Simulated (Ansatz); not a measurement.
Molecule: C5H9, net charge 0, doublet state. It need not be the lowest isomer of its formula. 
Coordinates optimised at B3LYP-D3(BJ)/def2-TZVP (Ansatz, a quantum-chemistry and plane-wave program):
```xyz
14

C      2.0754     0.8494    -0.0247
C      1.1781    -0.3351    -0.1324
C     -0.1092    -0.0317    -0.8470
C     -1.3404    -0.0500    -0.3414
C     -1.7527    -0.3877     1.0576
H      1.6595     1.8416     0.0831
H      3.1470     0.7298     0.0589
H      0.9698    -0.7412     0.8673
H      1.7039    -1.1391    -0.6614
H      0.0068     0.2525    -1.8887
H     -2.1563     0.2096    -1.0102
H     -0.9077    -0.6135     1.7063
H     -2.3067     0.4422     1.5057
H     -2.4240    -1.2514     1.0661
```
Charge 0, spin multiplicity 2.

Dipole moments at this geometry, in debye (magnitudes).

```tsv
level	program	dipole (D)
SVWN5/def2-TZVPD	Ansatz	0.61
PBE/def2-TZVPD	Ansatz	0.54
BLYP/def2-TZVPD	Ansatz	[?]
r2SCAN/def2-TZVPD	Ansatz	0.50
B97M-V/def2-TZVPD	Ansatz	0.51
BHLYP/def2-TZVPD	Ansatz	0.45
r2SCANh/def2-TZVPD	Ansatz	0.48
HSE06/def2-TZVPD	Ansatz	0.49
wB97M-V/def2-TZVPD	Ansatz	0.49
CCSD(T)/aug-cc-pVDZ	Ansatz	[?]
```

Q: Some entries are withheld; supply them.

A: 
- BLYP/def2-TZVPD, dipole (D): 0.53
- CCSD(T)/aug-cc-pVDZ, dipole (D): 0.45
